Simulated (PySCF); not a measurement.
# Computed properties of In(H)2(OSiH3) (H5InOSi), SMILES [InH2][O][SiH3]

H5InOSi, SMILES [SiH3][O][InH2]. Coordinates come from a PBE0-D3(BJ)/def2-SVP optimisation. The def2 effective core potentials stand for the cores of In; spin–orbit coupling is left out. The values are those of a single conformer. All values are computed for the isolated molecule unless a solvent is named; none is compared with measurement here.

**Structure.** The optimised structure has Cs symmetry. All 18 harmonic modes at PBE0-D3(BJ)/def2-SVP (PySCF) are real, so it is a minimum. With heavy atoms numbered as in [InH2:1][O:4][SiH3:5], the shortest bond between them is O4–Si5 at 1.644 Å and the longest In1–O4 at 2.009 Å.

**Vibrations.** The strongest infrared lines (harmonic, unscaled, degenerate partners summed) lie at 1000 cm⁻¹ (464 km/mol, O 74 %, Si 24 %), 1004 cm⁻¹ (274 km/mol, H 92 %), 572 cm⁻¹ (194 km/mol, H 97 %). The softest mode is at 53 cm⁻¹ and the zero-point energy is 25.6 kcal/mol.

**Electronic structure.** CAM-B3LYP/def2-TZVPD (PySCF) places the frontier levels at -9.44 and -1.05 eV, a gap of 8.39 eV, and gives a dipole moment of 2.67 D and a mean polarisability of 68.5 bohr³.

**Excitations.** TDA-M06-2X/def2-SVPD (PySCF) has S1 at 5.21 eV (238 nm, f = 0.001, dark); the most intense of the 10 singlets computed lies at 7.64 eV (f = 0.18). T1 (TDA) is at 4.91 eV, 0.30 eV under S1. No vertical singlet excitation falls in the visible range (under 3.1 eV).
